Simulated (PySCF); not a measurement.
Polarisability and C₆ of Ta²⁺ (tantalum, charge +2)

[Xe] 4f14 5d3, high-spin 4F determinant. Computed with PySCF 2.14 in def2-QZVPPD with the def2 core potential (60 electrons) (7s6p4d3f2g, 84 functions), with scalar relativity through the core potential. Coupled (time-dependent) response in atomic units; α is the mean over directions.

| method | mean α (bohr³) | C₆ (like pair) | S(−4) |
| --- | --- | --- | --- |
| M06 | 14.54 | 80.71 | 127.6 |
| BLYP | 14.93 | 83.35 | 135.9 |

S(−4) is the Cauchy moment in α(ω) = α(0) + S(−4) ω² + …

Spin-orbit coupling is absent.

α(iu) at BLYP:

| u (hartree) | α(iu) (bohr³) |
| --- | --- |
| 0 | 14.93 |
| 0.0500 | 14.61 |
| 0.100 | 13.76 |
| 0.200 | 11.57 |
| 0.300 | 9.662 |
| 0.500 | 7.106 |
| 0.750 | 5.203 |
| 1.00 | 4.000 |
| 1.50 | 2.579 |
| 2.00 | 1.786 |
| 3.00 | 0.9805 |
| 5.00 | 0.4116 |

A single London oscillator, α(iu) = α/(1 + u²/ω²), gives C₆ = (3/4) ω α². Matching the computed C₆ needs ω = 4 × 83.35 / (3 × 14.93²) = 0.499 hartree.

For an ion, C₆ is the dispersion term alone; charge-induced terms of lower order in 1/R come first.

Energies and moments cover only the electrons outside the core potential. Spin-orbit coupling, absent here, splits the open shell strongly.
